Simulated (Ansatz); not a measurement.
```yaml
crystal:
  periodic: [false, false, false]
  atoms:
    - {symbol: Co, position_ang: [0.407620, 0.072296, -0.058796]}
    - {symbol: F, position_ang: [-0.557077, 0.637569, 1.492144]}
    - {symbol: F, position_ang: [-0.474167, -0.664099, -1.574460]}
    - {symbol: F, position_ang: [2.313026, 0.000286, -0.020197]}
    - {symbol: O, position_ang: [-2.802966, -0.117116, -0.061799]}
    - {symbol: H, position_ang: [-2.208266, 0.167411, 0.655937]}
    - {symbol: H, position_ang: [-2.172324, -0.385797, -0.754562]}
    - {symbol: O, position_ang: [0.746842, 2.302514, -0.043688]}
    - {symbol: H, position_ang: [1.663985, 2.044949, 0.149954]}
    - {symbol: H, position_ang: [0.251524, 2.154801, 0.790494]}
    - {symbol: O, position_ang: [0.800152, -2.234341, 0.139761]}
    - {symbol: H, position_ang: [1.686312, -1.849560, 0.004512]}
    - {symbol: H, position_ang: [0.345337, -2.128913, -0.719321]}
basis:
  gaussian: {orbitals: def2-mTZVP}
hamiltonian: {xc: {name: r2SCAN50}}
```

```sh
$ ansatz run in.yaml --threads 4 --pin off --events-out ev --progress --plain --max-ram 8704MiB
```

It prints (some lines left out):

```
Functional definition: r2SCAN50
1698 factors; their error is unknown
mean field evaluation 1: about -51992.4870 eV, gradient 9.1e1 eV
mean field evaluation 2: about -51752.8618 eV, gradient 3.4e2 eV
mean field evaluation 4: about -52004.5676 eV, gradient 1.9e1 eV
mean field evaluation 8: about -52006.6192 eV, gradient 3.6e0 eV
mean field evaluation 16: about -52007.1241 eV, gradient 3.2e-1 eV
mean field evaluation 32: about -52007.6307 eV, gradient 2.2e-1 eV
mean field -52007.63073539 eV, -1911.2451774872 hartree, gradient 9.9e-6 eV, S^2 0.000000; 4 other end points of the search recorded, 0 dependent functions left out
reference -52007.63074127 eV, -1911.2451777035 hartree; 42, 42 occupied and 138, 138 virtual orbitals, 1698 factors
Total energy: -52007.63074127 eV, -1911.2451777035 hartree
```

Hardware: 4 threads of Intel Xeon Platinum 8488C on a shared host. Wall time 23 s, peak host memory 0.92 GiB.

This restricted singlet of an open-shell metal wasn't tested against broken symmetry or higher spin.
